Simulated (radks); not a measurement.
The numbers below are computed, except where a source is named.
Question: All-electron atom: Tc in [Kr] 4d5 5s1 5p1 (not the ground configuration). Code: a radial shooting solver on a logarithmic mesh with Libxc functionals. Model: Dirac Kohn-Sham, BLYP, spin-unpolarised, spherical densities, finite nucleus; open shells fill j = l - 1/2 first; Fermi nuclear charge, rms radius 4.4112 fm.

Spin-orbit splittings of the eigenvalues, e(l+1/2) - e(l-1/2), with zeta = 2 splitting/(2l+1) and mean radii in bohr:

| shell | occ. | splitting (eV) | zeta (eV) | <r> j=l-1/2 | <r> j=l+1/2 |
|---|---|---|---|---|---|
| 2p | 6 | 118.3 | 78.88 | 0.1271 | 0.1318 |
| 3p | 6 | 19.78 | 13.19 | 0.4092 | 0.4198 |
| 3d | 10 | 3.803 | 1.521 | 0.3971 | 0.4006 |
| 4p | 6 | 2.967 | 1.978 | 1.151 | 1.182 |
| 4d | 5 | ? | ? | 1.695 | 1.717 |
| 5p | 1 | 0.1520 | 0.1013 | 4.461 | 4.619 |

Estimate the 4d splitting.

Answer: 0.2897 eV (zeta = 0.1159 eV).
